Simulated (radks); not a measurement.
Results of a calculation; reference values are marked as such.
Initial-state core-level shifts of the osmium ion Os3+ when its valence configuration changes from [Xe] 4f14 5d5. Level of theory: Dirac Kohn-Sham, LDA (Slater exchange, Perdew-Wang correlation), spin-unpolarised, spherical densities, point nucleus; open shells fill j = l - 1/2 first (a radial shooting solver on a logarithmic mesh with Libxc functionals). Shifts are changes of the shell-averaged eigenvalues in eV (positive: less bound).

| valence | 2s | 4s | 4d | 5s |
|---|---|---|---|---|
| 4f13 5d5 6s1 | -16.247 | -16.288 | -15.394 | -8.371 |
| 4f13 5d5 6p1 | -17.345 | -17.401 | -16.504 | -9.453 |
| 4f12 5d5 6p2 | -35.681 | -35.552 | -33.677 | -19.041 |
| 4f13.5 5d4.5 6s1 | -9.979 | -9.969 | -9.533 | -5.962 |
| 4f13 5d6 | -12.231 | -12.392 | -11.497 | -4.734 |
| 4f11.5 5d4.5 6s1 6p2 | -46.996 | -46.553 | -44.156 | -25.334 |
| 4f14 5d4.5 6p0.5 | -2.466 | -2.424 | -2.425 | -2.305 |
| 4f13 5d3 6p3 | -28.821 | -28.515 | -27.604 | -19.700 |
| 4f12.5 5d4.5 6p2 | -29.068 | -28.986 | -27.606 | -16.633 |
